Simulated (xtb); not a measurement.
B(H)(NH2)2 (BH5N2), SMILES NBN. All values are semi-empirical tight-binding results from xtb (GFN2-xTB unless named), good for trends rather than for accurate numbers. Coordinates come from a GFN2-xTB optimisation. One conformer was computed; it need not be the lowest.

Optimised geometry:

```xyz
8

B      0.0000     0.0000    -0.5218
H      0.0000     0.0000    -1.6938
N      0.0000    -1.2146     0.1774
H      0.0000    -2.1117    -0.2707
H      0.0000    -1.2750     1.1805
N      0.0000     1.2146     0.1774
H      0.0000     1.2750     1.1805
H      0.0000     2.1117    -0.2707
```
Charge 0, spin multiplicity 1.

The point group as xtb finds it is C2v and the orbital gap is 6.60 eV. The dipole moment is 1.57 D and the zero-point energy comes out as 40.2 kcal/mol. The G − E(el) at 298.15 K (modified RRHO) is 24.9 kcal/mol and the static polarisability (D4 model) is 34.7 bohr³. The solvation energy, GFN2-xTB/ALPB(water) is -5.2 kcal/mol. The solvation energy, GFN2-xTB/ALPB(thf) comes out as -6.0 kcal/mol.

Computed IR lines (harmonic; lines under 4 % of the strongest left out, lines within 3 cm⁻¹ merged):
ν (cm⁻¹): 459 (vs), 516 (w), 823 (w), 888 (w), 1167 (w), 1392 (s), 1546 (w), 1549 (s), 2616 (m) (against the strongest line: vs over 80 %, s over 45 %, m over 15 %, w over 4 %, vw less)

Computed atomic charges and the Wiberg bond orders between heavy atoms:
charges (e) B1 0.26, H2 -0.13, N3 -0.36, H4 0.14, H5 0.14, N6 -0.36, H7 0.14, H8 0.14. Bond orders B1–N3 1.27, B1–N6 1.27.
